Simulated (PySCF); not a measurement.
# BrWN + H₂O → WN(OH) + HBr

Level: PBE0 in the def2-TZVP basis family, computed in PySCF with density fitting; scalar-relativistic core potentials for atoms from Rb on, none lighter, no spin–orbit coupling; open shells unrestricted.

```csv
species,state and structure,E (Eh),ZPE (kJ/mol),H(298 K) − H(0) (kJ/mol),S° (J/(mol K))
BrWN,"triplet, Cs, W–Br 2.419 Å, W–N 1.654 Å; Br–W–N 108.6°",-2695.63272,9.6,12.7,315.8
H₂O,"singlet, C2v, O–H 0.960 Å (×2); H–O–H 105.1°",-76.37736,56.5,9.9,188.7
WN(OH),"triplet, Cs, O–H 0.959 Å, W–N 1.660 Å, W–O 1.898 Å; H–O–W 121.6°, N–W–O 109.8°",-197.53364,42.5,12.6,297.9
HBr,"singlet, C∞v, H–Br 1.421 Å",-2574.45811,16.0,8.7,198.5
```

Task: What is the electronic reaction energy?

Result: At PBE0/def2-TZVP, ΔE = 48.1 kJ/mol from the differences of the total energies times 2625.5, uphill. 

Task: Add zero-point, thermal and entropy terms for 298.15 K and 1 bar.

Result: ΔZPE = -7.6 and Δ[H(298) − H(0)] = -1.3 kJ/mol give ΔH° = 39.2 kJ/mol. ΔS° = -8.1 J/(mol K), so ΔG° = 39.2 − 298.15 × (-0.0081) = 42 kJ/mol and log₁₀K = -7.3.

Spin–orbit coupling can matter for BrWN, WN(OH) and is left out. Open d or f shells are single determinants, so the state found may not be the ground state. The structures come from searches over a few start shapes, so lower isomers are not excluded.
